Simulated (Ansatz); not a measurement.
This geometry of ClGeH3O3 + FH (10 atoms, charge 0, multiplicity 1) is a first-order saddle point.

Computed with Ansatz, RKS PBE0-D4/def2-SVP.

```xyz
10
Properties=species:S:1:pos:R:3
Ge 0.094 0.064 -0.213
Cl -1.155 0.491 1.938
O 1.466 0.013 -1.290
H 1.895 -0.849 -1.245
O -0.916 1.267 -0.959
H -1.602 1.534 -0.332
O -0.189 -1.641 0.069
H -0.799 -1.758 0.810
F 1.339 0.973 1.209
H 0.588 0.995 1.862
```

Which two structures does it join? (They come from a converged band through this point; their orientation in space is the band's.)

Bonds broken: Ge1–Cl2, F9–H10. Bonds formed: Ge1–F9, Cl2–H10. ClGeH3O3 + FH becomes ClH + FGeH3O3.

Initial state:

```xyz
10
Properties=species:S:1:pos:R:3
Ge -0.049 -0.094 0.002
Cl -0.103 -0.215 2.181
O 1.583 -0.202 -0.603
H 1.774 -1.113 -0.860
O -0.888 1.325 -0.566
H -1.751 1.066 -0.914
O -0.936 -1.524 -0.534
H -1.290 -2.035 0.203
F 1.319 2.142 1.073
H 1.063 1.738 1.867
```

Final state:

```xyz
10
Properties=species:S:1:pos:R:3
Ge 0.130 0.119 -0.410
Cl -0.574 0.039 3.257
O 1.219 -0.120 -1.749
H 1.859 -0.825 -1.597
O -1.216 1.093 -0.924
H -0.986 1.712 -1.627
O -0.330 -1.382 0.329
H -0.605 -1.268 1.254
F 0.975 1.033 0.833
H 0.249 0.687 2.483
```

How far does it lie above each of them?

0.54 eV above the first and 0.76 eV above the second. This is the barrier of this one path; another mechanism may lie lower. The orbitals stay closed-shell, which can raise the energy where a bond breaks towards radicals; this wasn't checked here.

The run took 6.6 min on 4 threads of Arm Neoverse V1, with other jobs on the host, peak memory 0.38 GiB.
